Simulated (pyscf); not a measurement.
A first-order saddle from PySCF, ωB97X-D3(BJ)/def2-SVP:

```
Ge
F 1 1.7187
F 1 1.7350 2 107.17
H 1 1.5159 2 113.92 3 114.60
F 1 1.9429 4 92.76 3 142.13
Ge 5 2.0263 1 80.29 4 -154.16
F 6 1.7266 5 101.23 1 -128.31
F 6 1.7296 7 100.87 5 102.48
```
Charge 0, spin multiplicity 1.

Surface: singlet, charge 0. Lowest wavenumbers (cm⁻¹): 160i, 48, 64, 134, 145.

Q: What reaction is this the transition state of?

A: F–GeH(F)–F + F–Ge:–F [singlet] <-> F–GeH(F)–Ge(F)(F)–F, an insertion read from left to right: F–Ge broken and Ge–Ge, F–Ge formed. At ωB97M-D3(BJ)/def2-TZVP it lies +82.1 kJ/mol from the left side and +101.7 kJ/mol from the right (each side as separated species at their lowest minima found). On the reactant side the descent ends in a complex (not fully relaxed), 18.4 kJ/mol under the separated species and 75.8 kJ/mol under the saddle at ωB97X-D3(BJ)/def2-TZVP. At ωB97X-D3(BJ)/def2-TZVP the barrier from the zero used here is 57.4 kJ/mol. This is the saddle that the search found; another between the same sides may lie lower. Elements up to Kr have no core potential and no relativistic terms here.
